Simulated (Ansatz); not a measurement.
Nudged elastic band run: MgBe₁₈

Input file:

```yaml
crystal:
  lattice:
    - [4.58, 0.0, 0.0]
    - [3.435, 5.949595, 0.0]
    - [0.0, 0.0, 16.58843]
  atoms:
    - { symbol: Be, position: [0.0, 0.0, 0.060283] }
    - { symbol: Be, position: [0.5, 0.0, 0.060283] }
    - { symbol: Be, position: [0.0, 0.3333333, 0.060283] }
    - { symbol: Be, position: [0.5, 0.3333333, 0.060283] }
    - { symbol: Be, position: [0.0, 0.6666667, 0.060283] }
    - { symbol: Be, position: [0.5, 0.6666667, 0.060283] }
    - { symbol: Be, position: [-0.16743064, 0.22674205, 0.17015427] }
    - { symbol: Be, position: [0.33317758, 0.21800477, 0.17028211] }
    - { symbol: Be, position: [-0.16154256, 0.55243377, 0.17169305] }
    - { symbol: Be, position: [0.32667371, 0.56317685, 0.16978864] }
    - { symbol: Be, position: [-0.17052202, 0.88789354, 0.16889966] }
    - { symbol: Be, position: [0.33964774, 0.88761358, 0.16947044] }
    - { symbol: Be, position: [0.0069721, -0.00838345, 0.27340198] }
    - { symbol: Be, position: [0.49699802, -0.00396976, 0.27825721] }
    - { symbol: Be, position: [-0.00215724, 0.33097862, 0.28403125] }
    - { symbol: Be, position: [0.48342798, 0.34334063, 0.27307873] }
    - { symbol: Be, position: [-0.00722052, 0.66957446, 0.28239883] }
    - { symbol: Be, position: [0.50005289, 0.66327792, 0.28123027] }
    - { symbol: Mg, position: [0.6925595, 0.14139867, 0.39969466] }
basis:
  ecutwfc: 420.0
kpoints:
  mp_grid: { grid: [4, 3, 1] }
hamiltonian:
  xc: pbe
scf:
  occupations: { method: gaussian, width: 0.1 }
  lower_state_search: "off"
  max_iter: 78
neb:
  images: 4
  f_tol: 0.05
  max_iterations: 28
  order_check: false
  climbing: false
  constraints: [{ sites: [0, 1, 2, 3, 4, 5] }]
  final_atoms:
    - { symbol: Be, position: [0.0, 0.0, 0.060283] }
    - { symbol: Be, position: [0.5, 0.0, 0.060283] }
    - { symbol: Be, position: [0.0, 0.3333333, 0.060283] }
    - { symbol: Be, position: [0.5, 0.3333333, 0.060283] }
    - { symbol: Be, position: [0.0, 0.6666667, 0.060283] }
    - { symbol: Be, position: [0.5, 0.6666667, 0.060283] }
    - { symbol: Be, position: [-0.170522, 0.22122685, 0.16889966] }
    - { symbol: Be, position: [0.33964776, 0.22094689, 0.16947044] }
    - { symbol: Be, position: [-0.16743062, 0.56007536, 0.17015427] }
    - { symbol: Be, position: [0.3331776, 0.55133808, 0.17028211] }
    - { symbol: Be, position: [-0.16154254, 0.88576708, 0.17169305] }
    - { symbol: Be, position: [0.32667373, 0.89651016, 0.16978864] }
    - { symbol: Be, position: [-0.0072205, 0.00290777, 0.28239883] }
    - { symbol: Be, position: [0.50005291, -0.00338877, 0.28123027] }
    - { symbol: Be, position: [0.00697212, 0.32494986, 0.27340198] }
    - { symbol: Be, position: [0.49699804, 0.32936355, 0.27825721] }
    - { symbol: Be, position: [-0.00215722, 0.66431193, 0.28403125] }
    - { symbol: Be, position: [0.483428, 0.67667394, 0.27307873] }
    - { symbol: Mg, position: [0.69255952, 0.47473198, 0.39969466] }
```

Run as:

```bash
$ ansatz run input.yaml --threads 1 --pin off --max-ram 3072MiB --backend cpu --events-out ev --progress --plain --runs-dir out
```

Output, in part (warnings, iteration lines):

```
NEB end point (image 0): max|allowed force component| = 1.295e-2 eV/Å (the criterion of neb.relax_end_points is 1.000e-2)
NEB end point (image 5): max|allowed force component| = 1.295e-2 eV/Å (the criterion of neb.relax_end_points is 1.000e-2)
NEB iter   1: max|band force component| = 1.107e0 eV/Å  barrier→ = 0.1254 eV  barrier← = 0.1254 eV  Δτ_max = 0.0696 Å  (56 SCF iters)
NEB iter   2: max|band force component| = 3.391e-1 eV/Å  barrier→ = 0.0412 eV  barrier← = 0.0412 eV  Δτ_max = 0.0375 Å  (28 SCF iters)
NEB iter   3: max|band force component| = 5.068e-2 eV/Å  barrier→ = 0.0285 eV  barrier← = 0.0285 eV  Δτ_max = 0.0170 Å  (24 SCF iters)
NEB iter   4: max|band force component| = 2.152e-2 eV/Å  barrier→ = 0.0276 eV  barrier← = 0.0276 eV  Δτ_max = 0.0000 Å  (22 SCF iters)
```

It converged. No image climbed, so the highest image needn't sit at the top of the path. Limits of this set-up: coarse k mesh, thin slab, slab without dipole correction.

Final band (atoms are numbered from 1 in the order of the input):

```tsv
image	path coordinate (Å)	energy (eV)	Be13–Mg19 (Å)	Be14–Mg19 (Å)	Be18–Mg19 (Å)
0	0.00	0.000	2.46	2.60	3.79
1	0.47	0.008	2.51	2.83	3.42
2	0.94	0.025	2.63	3.14	3.07
3	1.42	0.028	2.84	3.50	2.77
4	1.89	0.011	3.12	3.89	2.56
5	2.36	0.000	3.42	3.79	2.43
```

Time of the run: 3.6 min on 1 thread of Arm Neoverse V1, on a shared host, peak memory 0.76 GiB.
